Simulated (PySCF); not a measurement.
## Ionisation energy of Gd⁶²⁺ by level of theory

Gd⁶²⁺ 1s2 → Gd⁶³⁺ 1s1 [1s1/2^1, M_J = 1/2], as a difference of total energies. Calculation: PySCF 2.14, in an even-tempered Gaussian basis (15 s from 180 bohr⁻², ratio 2.4; 11 p from 230 bohr⁻², ratio 2.4; 3 d from 730 bohr⁻², ratio 2.6; 3 f from 1100 bohr⁻², ratio 2.6); the two-component X2C-1e Hamiltonian. Correlated levels: nothing frozen; the 30 highest virtual spinors dropped. "Screened" scales the spin-orbit matrix elements by Boettger's factors to mimic the two-electron term; Breit and QED terms are absent.

| method | ionisation energy (eV) | difference from reference (eV) |
| --- | --- | --- |
| GHF (screened spin-orbit) | 57906.4 | +122.5 |
| GMP2 (screened spin-orbit) | 57908.2 | +124.3 |

Reference: 57783.91 ± 0.08 eV (theoretical estimate listed by NIST; NIST Atomic Spectra Database, ionization energies).

For this ion Breit and QED terms and the two-electron picture change, all absent here, outweigh the correlation shift from GHF to GMP2.
